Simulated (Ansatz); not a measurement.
A nudged elastic band was laid between two geometries of BH4NO + ClH (9 atoms, charge 0, multiplicity 1).

Theory: Ansatz, RKS PBE-D4/6-31G*.

```yaml
movable_images: 5
climbing_image: yes
spring: 5.0 eV/Å²
optimiser: quadratic models (default)
start_path: through a guess of the saddle point
force_threshold: 0.05 eV/Å
iteration_limit: 60
end_points: relaxed
```

First end point:

```xyz
9
Properties=species:S:1:pos:R:3
B 0.111 -0.429 0.131
N -0.004 -0.012 1.511
H -0.838 -0.221 2.065
H 0.837 -0.040 2.089
H 1.202 -0.482 -0.372
O -0.962 -0.713 -0.667
H -1.824 -0.612 -0.216
Cl -0.593 3.068 1.430
H -0.270 1.758 1.418
```

Last end point:

```xyz
9
Properties=species:S:1:pos:R:3
B -0.120 0.308 0.224
N -0.056 0.154 1.856
H -0.100 -0.836 2.138
H 0.796 0.583 2.237
H 0.872 -0.231 -0.233
O -1.408 -0.218 -0.069
H -1.515 -0.294 -1.034
Cl 0.059 2.206 0.015
H -0.870 0.643 2.257
```

Q: Which bonds break or form, and what moves?

A: Bonds broken: Cl8–H9. Bonds formed: B1–Cl8, N2–H9. BH4NO + ClH becomes BClH5NO.

Q: Give the energies along the band, and the barrier.

A: The run converged. The highest image is number 2 of 0 to 6, 44.2 kJ/mol above the first end and 91.2 kJ/mol above the last; the last end lies 47.0 kJ/mol below the first. The profile has 2 maxima (images 2, 5) with wells between them (image 4): this band takes more than one step, which may be the mechanism or a detour left from its start path. A vibrational analysis at the climbing image gives one clearly imaginary mode, 414i cm⁻¹: a first-order saddle point. The orbitals stay closed-shell, which can raise the energy where a bond breaks towards radicals; this wasn't checked here.

```tsv
image	path coordinate (Å)	energy (kJ/mol)	Cl8–H9 (Å)	B1–Cl8 (Å)	N2–H9 (Å)
0	0.00	0.0	1.35	3.80	1.79
1	0.75	5.3	1.36	3.33	1.74
2	1.51	44.2	1.72	2.74	1.17
3	2.81	-40.1	2.61	1.91	1.03
4	4.11	-44.3	2.68	1.92	1.03
5	5.41	-41.1	2.61	1.92	1.03
6	6.71	-47.0	2.89	1.92	1.03
```

Q: What is the geometry of the highest image?

A: 
```xyz
9
Properties=species:S:1:pos:R:3
B 0.084 -0.104 0.171
N -0.035 0.087 1.708
H -0.799 -0.413 2.179
H 0.844 -0.064 2.217
H 1.189 -0.114 -0.288
O -0.968 -0.528 -0.566
H -1.841 -0.326 -0.173
Cl -0.543 2.543 0.528
H -0.272 1.233 1.615
```

The run took 2.8 min on 1 thread of Intel(R) Xeon(R) Platinum 8488C (Sapphire Rapids), on a shared host, peak memory 0.14 GiB.
